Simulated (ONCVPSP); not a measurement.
**Potentials for molybdenum (Mo) compared**

Generated with ld1.x 7.5 (TM, RRKJ, ultrasoft, PAW), atompaw 4.2 or ONCVPSP 4.0.1. The cutoff is in Ry: for ld1.x and atompaw files where the sum of valence levels is converged to 10 mRy in a Bessel basis, for ONCV files where the hardest occupied wave has 1 mHa per electron of residual kinetic energy. The error is the largest all-electron minus pseudo excitation energy over each file’s own four to seven test configurations (ionisations up to +4, promotions, holes and added fractions of an electron), all of which were solved. The labels leave out finer settings (local radius, basis sizes, second energies), which also bear on the numbers. Spin-polarised tests are not counted. The rows are a selection from randomly drawn settings: files with unsolved tests, undetermined cutoffs or missed reference levels are left out.

A true bound ghost makes a file unfit for plane-wave use even where its test errors are small: the radial tests pick states by their node count and pass the ghost by.

| potential | cutoff (Ry) | largest error (meV) | bound ghosts |
| --- | --- | --- | --- |
| ONCV, PBE, scalar-relativistic, rc 2.40/2.85/2.60 (spd), local smoothed, core correction yes, reference 4d5 5s0.5 5p0.5, qcut 2.3/2.7/6.7, projectors 2/2/2 | 45 | -51 | s |
| ONCV, PBE, fully relativistic, rc 2.05/1.35/2.55 (spd), local smoothed, core correction yes, reference 4s2 4p6 4d5 5s1, qcut 7.8/5.5/6.1, projectors 2/2/2 | 114 | +59 | none |
| ONCV, BLYP, scalar-relativistic, rc 1.85/2.35/2.30 (spd), local smoothed, core correction no, reference 4s2 4p6 4d5 5p1, qcut 8.2/5.4/7, projectors 1/2/2 | 39 | +110 | none |
| ONCV, PBE, scalar-relativistic, rc 1.85/1.55/2.60 (spd), local smoothed, core correction no, reference 4s2 4p6 4d5 5s1, qcut 6/9.5/5.7, projectors 2/3/2 | 55 | +83 | none |
| ONCV, PBEsol, scalar-relativistic, rc 1.85/1.55/1.55 (spd), local d, core correction yes, reference 4s2 4p6 4d5 5s1, qcut 8/8.3/12.2, projectors 2/2/0 | 47 | +3.0 | none |

Question: Fill in the row for Mo: ONCV, PBE, fully relativistic, rc 1.90/2.05/1.60 (spd), local smoothed, core correction yes, reference 4s2 4p6 4d4, qcut 8/5.4/6.3, projectors 3/1/2.

Answer: cutoff 39 Ry, largest error +3.4 meV, bound ghosts: none.

Question: Fill in the row for Mo: ONCV, PBE, fully relativistic, rc 1.40/2.05/2.15 (spd), local smoothed, core correction yes, reference 4s2 4p6 4d5 5s0.75, qcut 6.8/6.3/8.3, projectors 3/1/2.

Answer: cutoff 43 Ry, largest error +1.1 meV, bound ghosts: none.
